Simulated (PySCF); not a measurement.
**Telling isomers of C7H11N apart by NMR**

Averaged over atoms made equivalent by symmetry, fast rotation or ring inversion, a single conformation, no solvent, no relativistic terms. PBE0/pcSseg-1 with gauge-including orbitals; GFN2-xTB geometry; PySCF 2.14.0 with density-fitted response routines.

δ = σ(ref) − σ, references computed at the same level: 1H (σ = 31.72 ppm) and 13C (σ = 186.93 ppm) against TMS. Where no couplings were computed, multiplicities follow the n + 1 count of equivalent neighbours, and m marks all less simple cases (inequivalent or close neighbours, rings, F or P nearby). Shifts are as computed. Against solution values, carbons near 30 ppm lie about +3 ppm off and those near 130 ppm about +5 ppm. Of 1211 compounds with measured shifts, 218 miss one by over three times the rms of a fit or turn the order of signals round; such compounds aren't used in these exercises. OH and NH positions are gas-phase values without hydrogen bonding to other molecules.

(1) Tabulate the signals of `C=N[C@@H]1C[C@@]12C[C@H]2C`, `C(=C\[C@H]1CN1)/C1CC1` and their relative energies.

(2) What is the quickest way to tell C=N[C@@H]1C[C@@]12C[C@H]2C from C(=C\[C@H]1CN1)/C1CC1?

Results:

(1) 
```json
{"SMILES": "C=N[C@@H]1C[C@@]12C[C@H]2C", "carbon types": "1×C 2×CH 3×CH2 1×CH3", "δC": "151.5, 54.3, 27.4, 22.7, 19.6, 18.6, 16.6", "δH": "7.87 (d, 1H), 7.08 (d, 1H), 3.06 (m, 1H), 1.51 (m, 1H), 1.42 (m, 1H), 1.42 (m, 1H), 1.11 (d, 3H), 0.90 (m, 1H), 0.45 (m, 1H)", "E rel. (kcal/mol)": "0.3"}
{"SMILES": "C(=C\\[C@H]1CN1)/C1CC1", "carbon types": "4×CH 3×CH2", "δC": "142.9, 141.0, 32.8, 26.9, 18.8, 9.2, 9.1", "δH": "5.42 (m, 1H), 5.18 (m, 1H), 2.31 (m, 1H), 1.99 (m, 1H), 1.37 (m, 1H), 1.25 (m, 1H), 0.75 (m, 1H), 0.73 (m, 1H), 0.29 (m, 1H), 0.27 (m, 1H), 0.26 (br s, 1H)", "E rel. (kcal/mol)": "0.0"}
```

Energies are electronic energies at PBE0/pcSseg-1 on these geometries, without zero-point or thermal terms, each for the one conformer computed, which needn't be the lowest.

(2) Both give the same number of carbon signals, but DEPT or the intensities differ. The first has a C=N carbon (CH2) at 151.5 ppm, the second an alkene CH at 142.9 ppm. In the proton spectra the most deshielded non-exchanging signals are 7.87 (d, 1H) and 5.42 (m, 1H).
